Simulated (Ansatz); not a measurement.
A structure relaxed at r2SCAN-D4/def2-TZVP in Ansatz, charge 0, doublet:

```xyz
3

Nb    0.096   -0.123    1.431
Se   -0.961   -0.671   -0.717
Se    0.865    0.794   -0.713
```

Give its formula and point group.

the cluster NbSe₂. Point group C2v (tolerance 0.1 Å).

Summarise the bond lengths by kind (pairs closer than 1.2 times the sum of covalent radii, bridged metal pairs left out).

2 × Nb–Se 2.46 Å; 1 × Se–Se 2.34 Å. The metal has 2 neighbours: Se 2.46 Å, Se 2.46 Å.

In the def2 sets Nb takes a core potential; there is no spin–orbit coupling. The charge 0 doublet is spin-contaminated (final ⟨S²⟩ up to 1.72, 0.75 for a pure state). At r2SCAN-D4/def2-TZVP a quartet of charge 0 lies 0.52 eV below the doublet, each at its own geometry. The structure comes from a short search, and lower isomers may exist.
